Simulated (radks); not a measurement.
Results of a calculation; reference values are marked as such.
Spin polarisation of the 4d4 shell in the technetium ion Tc3+. Start: [Kr] 4d(up 2, down 2); electrons of 4d are moved from spin down to spin up, other shells keep equal spins. Level of theory: scalar-relativistic Kohn-Sham, BLYP, spin-polarised, spherical densities, finite nucleus; Fermi nuclear charge, rms radius of each element as measured or else 0.836 A^(1/3) + 0.57 fm (a radial shooting solver on a logarithmic mesh with Libxc functionals).

| moment (Bohr magnetons) | E - E(0) (eV) | e(4d up) (eV) | e(4d down) (eV) | 4p down minus up (eV) | 4s down minus up (eV) | 3d down minus up (eV) |
|---|---|---|---|---|---|---|
| 0 | 0.000 | -35.043 | -35.043 | 0.000 | 0.000 | 0.000 |
| 1 | -0.194 | -35.407 | -34.632 | 0.775 | 0.726 | 0.135 |
| 2 | -0.772 | -35.716 | -34.185 | 1.541 | 1.446 | 0.271 |
| 3 | -1.718 | -35.965 | -33.718 | 2.292 | 2.157 | 0.408 |
| 4 | -3.009 | -36.158 | -33.245 | 3.019 | 2.852 | 0.544 |

At moment 4 the spin-polarisation energy is -3.009 eV and the 4d exchange splitting 2.913 eV, that is 0.728 eV per Bohr magneton; E = -I m^2/4 would give I = 0.752 eV.
